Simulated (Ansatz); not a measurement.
Total energies of `[NH2][Zr]([NH2])([NH2])[NH2]`.

```xyz
13

N     1.2551    1.5456    0.4797
Zr    0.0000   -0.0005    0.0002
N    -1.9417    0.5451    0.3579
N     0.2426   -0.4510   -1.9834
N     0.4439   -1.6393    1.1462
H     1.0290    2.3785    1.0046
H     2.2043    1.6290    0.1401
H    -2.6481    0.7792   -0.3252
H    -2.3725    0.5354    1.2731
H     0.3611    0.2424   -2.7103
H     0.3510   -1.3671   -2.3950
H    -0.1906   -2.4125    1.2970
H     1.2658   -1.7848    1.7151
```

Total charge 0; spin multiplicity 1. Correlated methods include outer-core shells of Zr, which these sets cover unevenly. Zr: def2 effective core potential. The structure was optimised at the PBE0-D4/def2-TZVP level. It is one conformer, not always the lowest. Basis def2-TZVPP, the Gaussian-basis code of Ansatz.

RPA on PBE orbitals: Hartree–Fock energy of these orbitals -269.17410 Eh, correlation -1.91840 Eh (frozen core).

```tsv
functional	energy without D4 (Eh)	D4 term (kJ/mol)
PBE	-270.88538	-25.9
revPBE	-271.11259	-65.7
BLYP	-271.04202	-53.5
r2SCAN	-271.04321	-6.9
B97M-V	-271.11349	–
B3LYP	-271.16948	-41.1
r2SCANh	-271.01303	-7.4
r2SCAN0	-270.96943	-8.1
HSE06 (plane-wave form)	-270.85493	-21.1
BHLYP	-270.91203	-34.4
CAM-B3LYP	-271.00567	-23.1
ωB97X-V	-271.03577	–
ωB97M-V	-270.96274	–
PBE-QIDH	-270.78120	–
```

(1) Give the same for LDA (SPW92), PBE0, LC-ωPBE, B2PLYP. (Best estimate.)

B3LYP takes the VWN-RPA correlation (the form of Gaussian; ORCA's B3LYP/G). HSE06 is the plane-wave form, built on full-range PBE exchange. The double hybrids freeze the cores in their second-order part.

Answers

(1) The calculation gave: 
```
 functional  energy without D4 (Eh)  D4 term (kJ/mol)
LDA (SPW92)              -269.19938                 –
       PBE0              -270.86780             -22.4
    LC-ωPBE              -271.02135                 –
     B2PLYP              -270.88380                 –
```

LC-ωPBE has ω = 0.4 bohr⁻¹.
